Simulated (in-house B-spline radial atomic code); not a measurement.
Atomic self-consistent-field run: the calcium ion Ca⁴⁺. Level of theory: non-relativistic TPSSh, spin-polarised, spherical fractional occupations, point nucleus; calculated with a B-spline radial code for spherical atoms.

Command:
```bash
python run_scf.py task.json out
```
Settings:
```
Z                20
configuration    [Ne] 3s2 3p4
hamiltonian      nr
method           tpssh
spin_polarised   True
```

Output (hartree, bohr):
```
 radial grid: 45 intervals, B-splines of order 8, outer radius 14.6809 bohr

 iter        energy (Eh)    residual
    1        -672.557803    3.08e-02
    2        -672.559550    1.16e-03
    3        -672.559552    5.93e-04
    4        -672.559552    3.06e-04
    5        -672.559552    2.10e-05
    6        -672.559552    2.49e-06
    7        -672.559552    4.88e-07
    8        -672.559552    6.79e-08

 total energy                      -672.55955
 kinetic                             671.9812
 electron-nucleus                  -1559.9219
 Hartree                             249.8516
 exact exchange                       -3.3580
 exchange-correlation                -31.1125

 orbital      occ     eigenvalue          <r>       <r^2>       <1/r>       r_max
 1s up      1.000      -147.4158    0.0773068  0.00802345     19.5445     0.05081
 1s down    1.000      -147.3872    0.0772963  0.00802106     19.5464     0.05081
 2s up      1.000       -17.4665     0.365232    0.157847       4.023      0.3011
 2s down    1.000       -17.4457     0.365058    0.157592     4.02207      0.3012
 2p up      3.000       -14.5964      0.32752    0.132561      3.9444      0.2467
 2p down    3.000       -14.5613     0.327573    0.132508     3.94209       0.247
 3s up      1.000        -3.7024      1.09838     1.37726     1.26756      0.9709
 3s down    1.000        -3.5453      1.10577     1.39827     1.25979       0.973
 3p up      3.000        -2.9416      1.15733     1.55048      1.1718       1.002
 3p down    1.000        -2.7652      1.17295     1.59696     1.15795       1.009
```

Cost of the run: 0.23 s on 1 thread of Intel(R) Xeon(R) 6975P-C, on a shared host.

Caution: exact exchange at fractional occupations of open shells leaves self-interaction of up to several eV.
